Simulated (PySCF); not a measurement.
CH7ClFNSi2, SMILES C[Si@](F)(Cl)N[SiH3].

Coordinates come from a PBE0-D3(BJ)/def2-SVP optimisation. The structure was generated by enumeration; whether it is a known compound was not checked. The values are those of a single conformer.

All values below come from TDA-ωB97X/def2-SVPD run with PySCF 2.14.0.

Vertical excitations. 

**Question.** Estimate the UV-visible absorptions. (The exact figures need the calculation; the answer reports its results.)

**Answer.** 
```tsv
state	energy (eV)	λ (nm)	f	main pairs
S1	7.16	173	0.006	HOMO→LUMO 81 %
S2	8.11	153	0.020	HOMO→LUMO+1 35 %, HOMO→LUMO+3 33 %, HOMO→LUMO+4 7 %
S3	8.32	149	0.001	HOMO→LUMO+3 46 %, HOMO→LUMO+1 19 %, HOMO→LUMO+2 14 %
S4	8.69	143	0.033	HOMO→LUMO+4 55 %, HOMO→LUMO+5 18 %, HOMO→LUMO+1 9 %
S5	8.75	142	0.072	HOMO→LUMO+2 21 %, HOMO→LUMO+6 18 %, HOMO→LUMO+1 11 %, HOMO→LUMO+4 10 %
S6	8.88	140	0.032	HOMO−3→LUMO 27 %, HOMO−1→LUMO 12 %, HOMO→LUMO+6 10 %, HOMO→LUMO+5 6 %
S7	8.90	139	0.018	HOMO−3→LUMO 21 %, HOMO→LUMO+5 9 %, HOMO→LUMO+4 7 %, HOMO→LUMO+6 7 %
S8	9.06	137	0.096	HOMO−1→LUMO+2 33 %, HOMO−1→LUMO 18 %, HOMO−3→LUMO 11 %, HOMO−1→LUMO+3 6 %
S9	9.33	133	0.040	HOMO−2→LUMO+2 22 %, HOMO−2→LUMO 11 %, HOMO−5→LUMO 7 %, HOMO→LUMO+10 7 %
S10	9.43	132	0.064	HOMO−1→LUMO 29 %, HOMO−1→LUMO+6 8 %, HOMO−4→LUMO 8 %, HOMO−1→LUMO+3 6 %
T1	6.84	181	0	HOMO→LUMO 73 %
T2	7.86	158	0	HOMO→LUMO+3 38 %, HOMO→LUMO+1 26 %, HOMO→LUMO+4 9 %, HOMO→LUMO+10 7 %
T3	8.10	153	0	HOMO→LUMO+3 34 %, HOMO→LUMO+4 20 %, HOMO→LUMO+2 12 %, HOMO→LUMO+1 8 %
T4	8.24	150	0	HOMO→LUMO+4 44 %, HOMO→LUMO+1 16 %, HOMO→LUMO+6 9 %, HOMO→LUMO+5 8 %
```
Triplets are in the Tamm–Dancoff approximation.
